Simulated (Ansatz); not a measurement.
An input meant for NiCl₂ (charge 0, singlet; with a point charge).

```yaml
crystal:
  periodic: [false, false, false]
  atoms:
    - {symbol: Ni, position_ang: [0.234525, 0.803964, -1.105331]}
    - {symbol: Cl, position_ang: [-0.590335, 2.214720, 2.355534]}
    - {symbol: Cl, position_ang: [0.355829, -3.018665, -1.250203]}
basis:
  gaussian: {orbitals: def2-SVP, point_charges: [{charge: 1.00, position_ang: [4.503, 0.974, 0.487]}]}
hamiltonian: {xc: {name: LC-wPBE}}
output: {forces: true}
```

```sh
$ ansatz run in.yaml --threads 4 --pin off --events-out ev --progress --plain --max-ram 3916MiB
```

Shortened log:

```
Functional definition: LC-wPBE
782 factors; their error is unknown
168 factors; integrals over basis functions are off by at most 1.4e-3 eV
mean field evaluation 1: about -66024.3798 eV, gradient 1.1e2 eV
mean field evaluation 2: about -65356.8333 eV, gradient 2.6e2 eV
mean field evaluation 4: about -65957.0269 eV, gradient 1.6e2 eV
mean field evaluation 8: about -66053.5370 eV, gradient 2.9e0 eV
mean field evaluation 16: about -66053.7157 eV, gradient 2.0e0 eV
mean field evaluation 32: about -66053.7050 eV, gradient 1.7e-4 eV
mean field evaluation 64: about -66051.4500 eV, gradient 3.2e1 eV
mean field -66053.70496550 eV, -2427.4288846728 hartree, gradient 2.8e-7 eV, S^2 0.000000; 6 other end points of the search recorded, 0 dependent functions left out
reference -66053.70496551 eV, -2427.4288846731 hartree; 31, 31 occupied and 36, 36 virtual orbitals, 782 factors
Total energy: -66053.70496551 eV, -2427.4288846731 hartree
Atom 0 at     0.234525     0.803964    -1.105331 Å, force    -0.793843    -0.950284     1.107077 eV/Å
Atom 1 at    -0.590335     2.214720     2.355534 Å, force     0.527742    -0.597491    -1.427975 eV/Å
Atom 2 at     0.355829    -3.018665    -1.250203 Å, force     0.080751     1.599195     0.105552 eV/Å
Dipole moment:     0.199439     0.899216    -1.436310 e Å
```

What is wrong with this run?

The coordinates are in bohr but typed as ångström. The calculation finished and met its thresholds. The result belongs to that input, not to the species as meant. The restricted singlet is unstable towards broken spin symmetry at other levels; at RKS LC-ωPBE/def2-SVP this wasn't settled.
